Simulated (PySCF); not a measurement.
Method: PBE0/[La def2-TZVP with ECP46, H def2-TZVP], scalar-relativistic core potentials, density fitting, no spin–orbit coupling, PySCF. Open shells, if any, are unrestricted.

Problem. What shape and geometry does isolated singlet LaH₃ take (every ligand bound to La)?

Solution. Formally La is in oxidation state +3, with 0 electrons left for the f, d and s shells; the Mulliken f population is 0.05. The lowest minimum found is a singlet of C3v symmetry with La–H 2.116 Å (×3); H–La–H 110.8° (×3). Its harmonic wavenumbers are 321 (a1), 507 (e), 1367 (e), 1428 (a1) cm⁻¹ and its dipole moment is 4.84 D.

Stability towards spin polarisation was not tested. Only a few start shapes were tried, so a lower isomer may exist.
